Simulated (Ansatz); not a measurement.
`N=C[Si](N)(O)F` at its PBE0-D4/def2-TZVP geometry, where that method's forces vanish. The species carries charge 0 and has multiplicity 1.

```xyz
11

N     0.1492    0.0264   -2.0944
C     0.7339    0.3472   -1.0103
Si   -0.3401    0.2856    0.5374
N     0.2134   -0.6804    1.8047
O    -1.7752   -0.2420   -0.0051
F    -0.3590    1.7790    1.1000
H     0.7676    0.0746   -2.9059
H     1.7936    0.6383   -0.9883
H    -0.0868   -1.6322    1.9195
H     0.6779   -0.3098    2.6146
H    -1.7745   -0.2867   -0.9722
```

Q: What forces (eV/Å) does B3LYP-D4/def2-TZVPP give on these atoms in the Gaussian-basis code of Ansatz? (An estimate is asked.)

A: The calculation gave: 
```
N1   0.007 -0.028 -0.217
C2   0.134  0.053  0.149
Si3  0.080 -0.053 -0.006
N4   0.028 -0.053  0.064
O5  -0.103 -0.034 -0.068
F6  -0.005  0.205  0.073
H7  -0.025 -0.010 -0.020
H8  -0.057 -0.017 -0.007
H9   0.015 -0.012  0.027
H10  0.008 -0.023  0.019
H11 -0.081 -0.027 -0.016
```

B3LYP here is the variant with VWN-RPA as its local correlation; programs differ in this.
